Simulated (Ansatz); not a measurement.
CH6O3Sn, SMILES `C[O][SnH]([OH])[OH]`. Total charge 0; spin multiplicity 1. Sn: def2 effective core potential. The geometry is a stationary point of PBE0-D4/def2-TZVP. It is one conformer, not always the lowest.

```xyz
11

C    -0.183   -0.543    1.667
O    -0.707   -0.988    0.436
Sn   -0.416    0.039   -1.198
O     1.484   -0.090   -1.654
O    -0.640    1.941   -0.839
H     0.915   -0.553    1.680
H    -0.519    0.469    1.920
H    -0.534   -1.223    2.448
H    -1.499   -0.523   -2.368
H     1.890   -0.910   -1.360
H     0.208    2.380   -0.731
```

Q: What is the dipole moment at r2SCAN/def2-TZVPP? (Estimate.)

A: The calculation gave: 1.20 D, with components (0.84, -0.82, 0.23) D in this frame, pointing from negative to positive charge.

Q: And with PBE, B3LYP, ωB97M-V? (Best estimate.)

A: Ansatz gave: PBE 1.18 D, B3LYP 1.22 D, ωB97M-V 1.21 D.

Q: Give the Mulliken charges with r2SCAN, ωB97M-V, PBE in def2-TZVPP. (Best estimate.)

A: The calculation gave: 
```
atom  r2SCAN  ωB97M-V    PBE
  C1    0.01    -0.18  -0.14
  O2   -0.55    -0.54  -0.48
 Sn3    1.20     1.17   1.09
  O4   -0.57    -0.54  -0.51
  O5   -0.57    -0.54  -0.51
  H6    0.05     0.10   0.08
  H7    0.06     0.12   0.10
  H8    0.06     0.12   0.10
  H9   -0.10    -0.06  -0.10
 H10    0.20     0.18   0.19
 H11    0.21     0.18   0.19
```

B3LYP here is the variant with VWN-RPA as its local correlation; programs differ in this.
